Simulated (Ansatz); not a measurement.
Saddle point of SiH4SO2, closed shell (SiH₄SO₂ ([OH][SiH]([OH])[SH]) → SiH₂SO₂ ([OH][Si]([OH])[S]) + H₂; bonds formed: H2–H4; bonds broken: Si1–H2, S3–H4), PBE0-D4/def2-TZVP structure:

Si1  (-0.220, -0.076, 0.124)
H2  (0.994, -0.850, -0.766)
S3  (-1.657, -1.195, -0.696)
H4  (0.119, -1.269, -1.019)
O5  (0.035, 1.485, -0.257)
O6  (0.304, -0.297, 1.637)
H7  (-0.431, 1.806, -1.032)
H8  (0.857, 0.395, 2.009)
(Å)

Energies are electronic, without zero-point energy. Barriers and step energies count from the start structure reached by relaxing down the imaginary mode; all methods use the PBE0-D4 structures, on which another method's saddle can fall below an end. Computed with Ansatz 0.2.0 (basis: def2-TZVPP, with def2-QZVPP for the basis limit); correlated methods freeze the cores. B3LYP uses VWN-RPA correlation. Extrapolation: Hartree–Fock as exp(−7.88 √X), correlation as X^−2.97.

```csv
method,barrier (kcal/mol),step energy (kcal/mol)
SPW92,35.17,27.07
PBE-D4,?,22.63
BLYP-D4,42.71,20.55
r2SCAN-D4,41.14,23.72
B97M-V,41.25,22.57
PBE0-D4,43.21,25.68
B3LYP-D4,45.85,23.47
r2SCAN0-D4,44.37,25.88
BHLYP-D4,?,26.83
CAM-B3LYP-D4,48.28,26.10
wB97X-V,?,26.75
wB97M-V,46.90,24.69
B2PLYP,46.47,23.71
PBE-QIDH,46.14,26.56
RPA on PBE,48.13,24.35
HF,60.52,28.12
MP2,45.89,23.30
CCSD,50.48,26.14
CCSD(T),47.81,24.83
```

Problem. Fill in the withheld barriers. (To be estimated.)

Solution. The calculation gives: wB97X-V 48.60; PBE-D4 38.89; BHLYP-D4 51.09 kcal/mol. Each is the energy of the saddle less that of the start structure, by the same method.

For comparison, the barrier by CCSD(T) at an estimated basis limit (MP2 extrapolated from triple and quadruple zeta, plus CCSD(T) − MP2 in triple zeta) is 46.70 kcal/mol.

No T1 diagnostic of these runs exceeds 0.014.

Labels in which every atom is bracketed show which atoms are joined, not bond orders.

For scale, one of the runs: CCSD(T)/def2-TZVPP, 202 basis functions, launched by `ansatz run in.yaml --threads 4 --pin off --events-out ev --progress --plain --max-ram 9574MiB`. The run took 58 s on 4 CPU threads of an Arm Neoverse V1 (shared host), with 2.5 GiB of host memory at its peak.
